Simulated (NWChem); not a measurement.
System: SiHCl3; SMILES Cl[SiH](Cl)Cl

Computed with NWChem. Pople sets run with spherical d functions. Each level has its own optimisation; frequencies are unscaled.

```tsv
level	r Cl–Si (Å)	r H–Si (Å)	highest harmonic frequency (cm⁻¹)	lowest (cm⁻¹)	zero-point energy (kcal/mol)	dipole (D)
Hartree-Fock/STO-3G	2.073	1.426	2882	185	10.5	2.45
Hartree-Fock/3-21G	…	1.458	…	169	8.9	…
Hartree-Fock/6-31G*	2.037	1.453	2511	189	9.6	1.36
B3LYP/6-31G*	2.054	1.470	2344	173	8.9	1.14
LDA (Slater exchange, VWN5)/def2-SVP	2.040	1.490	2233	166	8.7	0.81
PBE/def2-SVP	2.061	1.489	2238	165	8.6	0.87
BLYP/def2-SVP	2.075	1.485	2229	165	8.6	0.85
PBE0/def2-SVP	2.045	1.477	2320	172	8.9	0.97
```

Q: Fill in the missing entries.

A: 
- Hartree-Fock/3-21G, r Cl–Si (Å): 2.138
- Hartree-Fock/3-21G, highest harmonic frequency (cm⁻¹): 2446
- Hartree-Fock/3-21G, dipole (D): 2.53
